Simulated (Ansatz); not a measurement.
Spin states of H2O2W (SMILES [OH][W][OH]), each relaxed at B3LYP-D3(BJ)/def2-TZVP; lowest solutions found, singlets restricted, no spin–orbit coupling, no relativity up to Kr.
Multiplicity 3 (charge 0, multiplicity 3):
```tsv
atom	x (Å)	y (Å)	z (Å)
W	-0.0104	0.0058	-0.0111
O	1.3237	0.2571	-1.2438
H	2.0184	0.3880	-1.8862
O	-1.3450	-0.2452	1.2212
H	-2.0404	-0.3759	1.8628
```
Multiplicity 5 (charge 0, multiplicity 5):
```xyz
5

W      0.32538     0.32874     0.41770
O      1.50846     0.04907    -1.07833
H      1.34202     0.37447    -1.97102
O     -1.15046    -0.45206     1.38103
H     -2.07907    -0.27048     1.19361
```

Codes used: Ansatz (an electronic-structure program).  In def2 rows elements past Kr take small-core potentials, without spin–orbit coupling.

The energy of multiplicity 5 less that of multiplicity 3 (kcal/mol) and the share of exact exchange:

```csv
functional,exact exchange (%),value
PBE/def2-TZVPP,0,10.43
PBE0/def2-TZVPP,25,7.10
BLYP/def2-TZVPP,0,18.03
B3LYP/def2-TZVPP,20,15.92
BHLYP/def2-TZVPP,50,13.25
r2SCAN/def2-TZVPP,0,2.04
r2SCANh/def2-TZVPP,10,1.77
```

Question: Take the value as linear in the share of exact exchange along PBE and PBE0. Give the slope, say whether the sign turns, and set the other functionals against that line.

Answer: 
Slope: (7.10 − (10.43))/2.5 = -1.33 kcal/mol for each 10 %. The line crosses zero at 78 %, where the sign would turn. At 50 % it gives 3.8 kcal/mol. The LYP pair gives (13.25 − (18.03))/5 = -0.96 for each 10 %. BHLYP, at 50 %, lies 9.5 from the PBE line. B3LYP, at 20 %, lies 8.2 from the PBE line. r2SCAN, with none, stands -8.4 from PBE. The r2SCAN pair gives -0.27 for 10 %.
